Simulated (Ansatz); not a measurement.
Reaction (isomerisation): `COC[SiH2]C` → `CC[SiH2]CO`

Calculated with Ansatz (gas phase, PBE0-D4/def2-TZVP geometries, no zero-point term in ΔE). CBS: MP2 limit from def2 TZ/QZ plus the TZ coupled-cluster correction, frozen cores. Functionals use def2-TZVPP. B3LYP here is the variant with VWN-RPA as its local correlation; programs differ in this. HSE06 is defined as in plane-wave codes. Each species was taken in one conformer, which may not be the lowest.

| level | ΔE (kJ/mol) | difference from CCSD(T)/CBS |
| --- | --- | --- |
| PBE-D4 | -25.8 | 4.3 |
| revPBE-D4 | -25.9 | 4.2 |
| BLYP-D4 | -20.9 | 9.2 |
| r2SCAN-D4 | -24.3 | 5.8 |
| B97M-V | -22.0 | 8.1 |
| PBE0-D4 | -27.5 | 2.6 |
| B3LYP-D4 | -22.5 | 7.6 |
| r2SCANh-D4 | -25.2 | 4.9 |
| r2SCAN0-D4 | -26.3 | 3.8 |
| HSE06-D4 | -27.4 | 2.7 |
| CAM-B3LYP-D4 | -22.2 | 7.9 |
| ωB97X-V | -24.7 | 5.4 |
| ωB97M-V | -26.8 | 3.3 |
| PBE | -25.4 | 4.7 |
| revPBE | -25.5 | 4.6 |
| BLYP | -20.0 | 10.1 |
| r2SCAN | -24.3 | 5.8 |
| PBE0 | -27.1 | 3.0 |
| B3LYP | -21.8 | 8.3 |
| r2SCANh | -25.1 | 5.0 |
| r2SCAN0 | -26.3 | 3.8 |
| HSE06 | -27.1 | 3.0 |
| BHLYP | -22.3 | 7.8 |
| LC-ωPBE | -28.2 | 1.9 |
| RPA@PBE/def2-TZVPP | -25.3 | 4.8 |
| HF/def2-SVP | -17.2 | 12.9 |
| MP2/def2-SVP | -28.2 | 1.9 |
| CCSD/def2-SVP | -24.1 | 6.0 |
| CCSD(T)/def2-SVP | -23.9 | 6.2 |
| HF/def2-TZVPP | -19.8 | 10.3 |
| MP2/def2-TZVPP | -31.1 | -1.0 |
| SCS-MP2/def2-TZVPP | -27.9 | 2.2 |
| CCSD/def2-TZVPP | -27.6 | 2.5 |
| CCSD(T)/def2-TZVPP | -27.6 | 2.5 |
| HF/def2-QZVPP | -19.8 | 10.3 |
| MP2/def2-QZVPP | -32.6 | -2.5 |
| SCS-MP2/def2-QZVPP | -29.4 | 0.7 |
| HF/CBS(def2) | -19.8 | 10.3 |
| MP2/CBS(def2) | -33.6 | -3.5 |
| CCSD/CBS(def2) | -30.0 | 0.1 |
| CCSD(T)/CBS | -30.1 | 0 |

Largest T1 diagnostic among the species: 0.011.

In def2-TZVPP, CCSD(T) changes the Hartree–Fock value by −7.8 kJ/mol (the triples alone add −0.0 kJ/mol) and MP2 by −11.3 kJ/mol. At CCSD(T), def2-SVP lies +6.2 kJ/mol from the extrapolated value and def2-TZVPP +2.5 kJ/mol.

CCSD(T)/CBS has its own doubt, a few kJ/mol and more with outer-core shells, so smaller differences from it don't rank the levels.
